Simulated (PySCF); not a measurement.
Electronic absorption of C2H7F3OSi2

Species: C2H7F3OSi2.
InChI=1S/C2H7F3OSi2/c3-2(4,5)8-6-1-7/h1,8H2,7H3

Computed with TDDFT PBE0/def2-SVPD, vertical, gas phase, core orbitals frozen in the response in PySCF 2.14.0, density-fitted response routines. Isolated species at its GFN2-xTB geometry (one conformer only). Torsions of this conformer, `[F:1][C:2]([F:3])([F:4])[SiH2:5][O:6][CH2:7][SiH3:8]`: F1–C2–Si5–O6 64°, C2–Si5–O6–C7 179°, Si5–O6–C7–Si8 -90°.

Predict the UV-vis stick spectrum at this level.

```tsv
state	E (eV)	E (hartree)	f	|μ| (D)	main configurations (H = HOMO, L = LUMO)
S1	6.40	0.2353	0.0046	0.43	H→L (98%)
S2	7.24	0.2659	0.0011	0.20	H→L+1 (74%), H→L+2 (23%)
S3	7.45	0.2736	0.052	1.36	H→L+2 (61%), H→L+1 (20%), H-1→L (16%)
S4	7.46	0.2742	0.038	1.17	H-1→L (77%), H→L+2 (14%)
S5	7.91	0.2908	0.109	1.91	H→L+3 (90%)
S6	8.11	0.2981	0.021	0.83	H→L+5 (75%), H→L+4 (11%)
S7	8.21	0.3016	0.0064	0.45	H-2→L (77%), H-1→L+1 (13%)
S8	8.24	0.3029	0.025	0.90	H→L+4 (84%), H→L+5 (12%)
```

Triplets (Tamm–Dancoff): T1 6.11 eV, H→L (93%); T2 6.91 eV, H→L+1 (84%); T3 7.03 eV, H-1→L (84%).

The lowest singlet comes at 194 nm (618 kJ/mol) in the vacuum ultraviolet; it is very weak; its leading configuration is HOMO→LUMO (98%). The strongest level in the table is S5 at 7.91 eV (157 nm, f = 0.109). Löwdin shares by element: HOMO oxygen 38%, silicon 21%, carbon 21% or more (atoms not listed hold the other 19%); LUMO silicon 38%, carbon 10% or more, hydrogen 8% or more (atoms not listed hold the other 44%). Weighted by f, the mean energy of these states is 7.78 eV. The oscillator strengths of these states sum to 0.258; summed over the whole spectrum of an exact calculation they would give the number of electrons, 82 (Thomas–Reiche–Kuhn). Of the 8 states listed, 5 reach f = 0.01 and none stays under 0.0005. Only the lowest 8 singlets were computed, as vertical energies without vibronic structure.
